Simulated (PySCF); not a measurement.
C₂H₅O₂, SMILES CC(O)=[OH+], charge +1. Geometry optimised at B3LYP-D3(BJ)/def2-SVP. The isomer is the one that the SMILES or the coordinates give; other isomers of the formula were not compared. Other conformers were not sampled.

### Question
Give the equilibrium geometry at B3LYP-D3(BJ)/def2-SVP (PySCF confirms it by a frequency run) as a Z-matrix. (An estimate is asked for; the answer gives what the named calculation found.)

### Answer
This is not unique; one that fits is 
```
C
O 1 1.2754
H 2 0.9822 1 113.97
O 1 1.2846 2 116.89 3 -0.57
H 4 0.9770 1 114.98 2 -179.86
C 1 1.4770 2 118.62 3 177.87
H 6 1.0982 1 110.05 2 26.36
H 6 1.0994 7 111.05 1 -124.01
H 6 1.1070 7 107.85 8 -118.78
```
Charge +1, spin multiplicity 1.
